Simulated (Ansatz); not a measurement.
HS (SMILES [SH]), doublet, geometry from GFN2-xTB. Base run: Ansatz (a quantum-chemistry and plane-wave program) with MP2/3-21G.

Ansatz was given this input:
Ansatz 0.2 input:
```yaml
crystal:
  periodic: [false, false, false]
  atoms:
    - {symbol: S, position_ang: [-0.00000000, -0.00000000, -0.07827476]}
    - {symbol: H, position_ang: [0.00000000, 0.00000000, 1.25239617]}
basis:
  gaussian:
    orbitals: 3-21G.json
magnetization: {spin_polarized: true, initial_magnetization: 1}
correlation: {method: mp2}
```
The basis file holds 3-21G in the JSON format of the Basis Set Exchange.

The base run was repeated with changes; each row names its change, and settings that it needs were set with it.

| change | ΔE vs base (mEh) | MP2 correlation (Eh) | basis functions |
|---|---|---|---|
| base | 0.000 | -0.04101 | 15 |
| fitting = cc-pVTZ-JKFIT (mean field), cc-pVTZ-RIFIT (correlation) | -0.023 | -0.04100 | 15 |
| method = ccsd_t | -11.413 | -0.04101 | 15 |
| method = ccsd | -11.128 | -0.04101 | 15 |
| reference functional = pbe0 | 1.362 | - | 15 |
| electrons = all | -5.009 | -0.04602 | 15 |
| method = bccd | -11.116 | -0.04101 | 15 |
| electrons = outside_noble_gas | 0.000 | -0.04101 | 15 |
| lower_state_search = off | 0.000 | -0.04101 | 15 |
| method = bccd_t | -11.411 | -0.04101 | 15 |
